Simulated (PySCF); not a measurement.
wB97X single point of singlet [VO3]- at its PBE0 minimum.

Input, equivalent to the run apart from its starting density:

```python
from pyscf import gto, scf, dft
mol = gto.M(atom='''
V     -0.000000    -0.000000     0.000000
O      0.001551    -0.000000     1.635224
O      1.415370    -0.000000    -0.818955
O     -1.416921     0.000000    -0.816269''',
    basis={'V': 'def2-SVPD', 'O': 'def2-SVPD'},
    charge=-1, spin=0)
mf = dft.RKS(mol, xc='WB97X')
mf.grids.atom_grid = (75, 302)
aux = {'V': 'def2-universal-JKFIT', 'O': 'def2-universal-JKFIT'}
mf = mf.density_fit(auxbasis=aux)
mf.conv_tol = 1e-08
mf.diis_space = 10
mf.max_cycle = 60
mf.verbose = 4
mf.kernel()
```

Excerpt of the output:

```
init E= -1169.46919144787
  HOMO = -0.181970988254232  LUMO = 0.15123644393644  gap/eV = 9.06704
cycle= 1 E= -1169.46960295851  delta_E= -0.000412  |g|= 0.0733  |ddm|= 0.203
  HOMO = -0.179542743825091  LUMO = 0.13510479293861  gap/eV = 8.56200
cycle= 2 E= -1169.46278742908  delta_E= 0.00682  |g|= 0.215  |ddm|= 0.137
  HOMO = -0.183474798129604  LUMO = 0.145667674133398  gap/eV = 8.95642
cycle= 3 E= -1169.4705425211  delta_E= -0.00776  |g|= 0.00265  |ddm|= 0.103
  HOMO = -0.183801771929282  LUMO = 0.145419655700205  gap/eV = 8.95857
cycle= 4 E= -1169.47054680979  delta_E= -4.29e-06  |g|= 0.000602  |ddm|= 0.0125
  HOMO = -0.183857655222299  LUMO = 0.145366370810781  gap/eV = 8.95864
cycle= 5 E= -1169.47054708358  delta_E= -2.74e-07  |g|= 0.000275  |ddm|= 0.00205
  HOMO = -0.183834658637726  LUMO = 0.145400903266351  gap/eV = 8.95896
cycle= 6 E= -1169.47054711169  delta_E= -2.81e-08  |g|= 0.000197  |ddm|= 0.000476
  HOMO = -0.183839192304377  LUMO = 0.145405750845801  gap/eV = 8.95921
cycle= 7 E= -1169.47054712079  delta_E= -9.1e-09  |g|= 6.89e-05  |ddm|= 0.00017
  HOMO = -0.18385287825899  LUMO = 0.145406397477093  gap/eV = 8.95960
Extra cycle  E= -1169.47054711928  delta_E= 1.51e-09  |g|= 0.000133  |ddm|= 0.000115
converged SCF energy = -1169.47054711928
```

The lowest empty level of this anion is unbound, so it and the gap depend on the basis.

This run, together with those of the ionised and electron-attached species (not shown), took 5.5 s on 2 threads of a shared Arm Neoverse V2 host, with 103 basis functions; the process peaked at 1.2 GiB.
